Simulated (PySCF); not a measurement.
C₃H₅BF₂O.
Numbering: `[CH3:1][O:2]/[CH:3]=[CH:4]\[B:5]([F:6])[F:7]` (hydrogens: H8, H9, H10 on C1; H11 on C3; H12 on C4)

A PySCF run (density fitting, gas phase, GFN2-xTB geometry) gave HOMO -8.28 eV, LUMO 0.09 eV, dipole 4.81 D.

Question: Which of these levels was it?
A. KT3/pcSseg-1
B. BHandHLYP/pcSseg-1
C. HF/def2-SVP

Answer: B. It is BHandHLYP/pcSseg-1. All candidates on this geometry:

```
                                         level and settings           kind  basis functions  SCF cycles     E (Eh)  HOMO (eV)  LUMO (eV)  dipole (D)
                              KT3/pcSseg-1, start guess sap            GGA              144          16  -422.8336      -6.07      -1.79        4.42
BHandHLYP/pcSseg-1, grid level 4, energy threshold 1e-08 Eh  global hybrid              144           9  -416.9578      -8.28       0.09        4.81
                              HF/def2-SVP, start guess vsap   Hartree–Fock              123          11  -414.7260      -9.85       2.94        4.97
```

The nearest other candidate, by the summed differences of HOMO and LUMO, is KT3/pcSseg-1: its HOMO differs by +2.21 eV and its LUMO by -1.88 eV. KT3 was designed for NMR shieldings or shifts; total energies of different functionals aren't comparable.

The values belong to the conformer `[CH3:1][O:2]/[CH:3]=[CH:4]\[B:5]([F:6])[F:7]`: C1–O2–C3–C4 180°, C3–C4–B5–F6 180°.
